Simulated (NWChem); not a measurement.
A series in which one site is exchanged, each optimised at B3LYP/6-31G* with NWChem, gas phase unless a solvent is named. All stand in one matching conformer (torsions within 35°), which need not be the lowest. Pople sets run with spherical d functions. This build's default masses of Se (78.918 u) and Br (79.917 u) are each other's, which moves their modes by up to 0.6 %. Shieldings are non-relativistic GIAO values without spin-orbit effects.

A: CCB(F)F (C2H5BF2; site = F)
B: CCB(F)Cl (C2H5BClF; site = Cl)
C: CCBF (C₂H₆BF; site = H)
D: B(Br)(F)CC (C2H5BBrF; site = Br)

Values for A:

```
Quantity                                                  Result
--------------------------------------------------------  ------
orbital gap (eV), B3LYP/6-31G*                              9.50
highest harmonic frequency (cm⁻¹), B3LYP/6-31G*             3121
static polarisability, PBE0/def2-SVPD (bohr³)               39.2
11B shift against boron trifluoride, PBE0/pcSseg-1 (ppm)    18.8
```

**Question.** How do these values change for the other members?

**Answer.** 
| change from A | B | C | D |
|---|---|---|---|
| orbital gap (eV), B3LYP/6-31G* | -1.36 | -1.69 | -2.14 |
| highest harmonic frequency (cm⁻¹), B3LYP/6-31G* | +2 | -9 | +3 |
| static polarisability, PBE0/def2-SVPD (bohr³) | +13.8 | +1.0 | +21.7 |
| 11B shift against boron trifluoride, PBE0/pcSseg-1 (ppm) | +17.4 | +30.2 | +23.1 |
